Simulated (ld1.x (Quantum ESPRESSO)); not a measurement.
# Sb: variants of one TM potential

Base potential:

ld1.x (Quantum ESPRESSO) 7.5 input, shortened:

```
&input
   title='Sb', zed=51., rel=1, dft='PBESOL', iswitch=3,
   config='[Kr] 4d10 5s2 5p1 5d-2'
 /
 &inputp
   pseudotype=2, tm=.true., lloc=0,
   nlcc=.false.
 /
3
5P  2  1   1.00   0.00  2.35  2.35  0.0
5D  3  2  -2.00   0.30  1.90  1.90  0.0
5S  1  0   2.00   0.00  1.60  1.60  0.0
 &test
   configts(1)='5s2 5p1'
 /
```

All-electron outer shells of the reference configuration (PBEsol, scalar-relativistic, ld1.x):

```json
{"shell": "5s", "level (eV)": "-29.51", "outermost node (bohr)": "0.95", "outermost maximum (bohr)": "1.83"}
{"shell": "5p", "level (eV)": "-20.13", "outermost node (bohr)": "1.03", "outermost maximum (bohr)": "2.16"}
```

Cutoffs, loose and tight: the cutoffs (Ry, on a coarse ladder) from which the occupation-weighted sum of valence levels, in a spherical-Bessel basis at the reference potential, stays within 10 and 1 mRy of its value at 400 Ry. They do not see the model core or the augmentation charge, which bear on the density cutoff. Test errors are all-electron minus pseudo excitation energies from the reference, over the configurations 5s2 5p3; 5s2 5p2; 5s2 5p0; 5s1 5p4; 5s2 5p2.5; 5s2 5p3.3; 5s0 5p5. A dash means not determined; rows that change the core or the reference have their own tests.

A true bound ghost makes a file unfit for plane-wave use even where its test errors are small: the radial tests pick states by their node count and pass the ghost by.

| change | outcome | cutoff, loose | cutoff, tight | bound ghosts | largest test error (meV) |
| --- | --- | --- | --- | --- | --- |
| base | generated | 35 Ry | 90 Ry | d | +30 |
| all radii scaled by about 0.90 (s 1.44, p 2.12, d 1.72 bohr) | generated | 55 Ry | 160 Ry | d | +90 |
| all radii scaled by about 1.14 (s 1.82, p 2.68, d 2.16 bohr) | generated | 25 Ry | 40 Ry | none | +7.0 |

Problem. What comes out with this change to the base: all radii scaled by about 1.21 (s 1.94, p 2.86, d 2.30 bohr)?

Solution. outcome: generated; cutoff, loose: 25 Ry; cutoff, tight: 35 Ry; bound ghosts: none; largest test error (meV): -9.9.

Problem. What comes out with this change to the base: all radii scaled by about 1.39 (s 2.22, p 3.26, d 2.64 bohr)?

Solution. outcome: generated; cutoff, loose: 21 Ry; cutoff, tight: 35 Ry; bound ghosts: none; largest test error (meV): -21.

Problem. What comes out with this change to the base: all radii scaled by about 0.76 (s 1.22, p 1.78, d 1.44 bohr)?

Solution. outcome: generated; cutoff, loose: 160 Ry; cutoff, tight: over 300 Ry; bound ghosts: p, d, s (extra level of the local part); largest test error (meV): +266.

Reading the sweep of the scale of all radii (base = 1) (base included, trends over the rows without a ghost): Bound ghosts are found at 0.76, 0.9, 1.
